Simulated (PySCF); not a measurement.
Geometries of 4 isomers of C5H7BO2, from PBE0-D3(BJ)/def2-SVP geometry optimisation, gas phase (PySCF 2.14.0). One conformer each, no zero-point energy, no frequencies.

**Question.** Which isomer lies lowest at this level?
A.
```xyz
15
angstrom
C      2.592   -0.746    0.246
C      1.815    0.297   -0.069
C      0.352    0.209   -0.058
O     -0.169   -0.904    0.274
B     -1.676   -1.188    0.318
O     -2.412    0.113   -0.031
C     -1.812    1.183   -0.347
C     -0.431    1.325   -0.399
H      2.141   -1.702    0.524
H      3.681   -0.669    0.233
H      2.242    1.263   -0.350
H     -1.975   -1.500    1.457
H     -1.937   -2.014   -0.539
H     -2.469    2.034   -0.585
H      0.026    2.272   -0.678
```
B.
```xyz
15
angstrom
C      2.358   -2.243   -0.221
C      2.058   -1.065   -0.223
B      1.653    0.424   -0.225
O      2.623    1.370   -0.218
O      0.354    0.826   -0.230
C     -0.738   -0.036   -0.237
C     -1.954    0.400    0.507
C     -1.943    0.399   -1.000
H      2.639   -3.281   -0.219
H      2.241    2.255   -0.219
H     -0.470   -1.097   -0.234
H     -1.896    1.371    1.006
H     -2.541   -0.354    1.038
H     -2.522   -0.357   -1.537
H     -1.878    1.368   -1.501
```
C.
```xyz
15
angstrom
C     -1.308   -1.746   -0.296
C     -0.796   -0.497   -0.250
C      0.611   -0.269   -0.273
C      1.804   -0.032   -0.282
C      3.227    0.253   -0.304
B     -1.763    0.757   -0.206
O     -1.332    1.942   -0.697
O     -3.028    0.677    0.300
H     -0.672   -2.634   -0.351
H     -2.389   -1.915   -0.306
H      3.536    0.634   -1.290
H      3.492    1.017    0.444
H      3.823   -0.649   -0.091
H     -2.009    2.623   -0.613
H     -3.212   -0.177    0.703
```
D.
```xyz
15
angstrom
C     -3.223    0.712    0.267
C     -2.080    0.351    0.070
C     -0.746   -0.114   -0.169
C     -0.630   -1.574   -0.503
C      0.291    0.756   -0.087
B      1.814    0.484   -0.306
O      2.315   -0.771   -0.485
O      2.714    1.516   -0.320
H     -4.232    1.034    0.446
H     -1.201   -1.792   -1.420
H      0.414   -1.873   -0.642
H     -1.083   -2.178    0.299
H      0.006    1.787    0.161
H      3.270   -0.741   -0.612
H      2.304    2.377   -0.203
```

**Answer.** C. That is `C=C(C#CC)B(O)O`, 2.7 kcal/mol below the next.

| SMILES | atoms numbered as above | E (Eh) | relative (kcal/mol) | relative (kJ/mol) | dipole (D) |
| --- | --- | --- | --- | --- | --- |
| C=C(C#CC)B(O)O | [CH2:1]=[C:2]([C:3]#[C:4][CH3:5])[B:6]([OH:7])[OH:8] | -369.38900 | 0.0 | 0.0 | 0.89 |
| C#C/C(C)=C/B(O)O | [CH:1]#[C:2]/[C:3]([CH3:4])=[CH:5]/[B:6]([OH:7])[OH:8] | -369.38462 | 2.7 | 11.5 | 0.95 |
| C=CC1=[O+][BH2-]OC=C1 | [CH2:1]=[CH:2][C:3]1=[O+:4][BH2-:5][O:6][CH:7]=[CH:8]1 | -369.36283 | 16.4 | 68.7 | 4.87 |
| C#CB(O)OC1CC1 | [CH:1]#[C:2][B:3]([OH:4])[O:5][CH:6]1[CH2:7][CH2:8]1 | -369.36193 | 17.0 | 71.1 | 1.63 |

As drawn, the lowest has a C=C bond outside aromatic rings, which the highest lacks; the highest has a three-membered ring, which the lowest lacks.
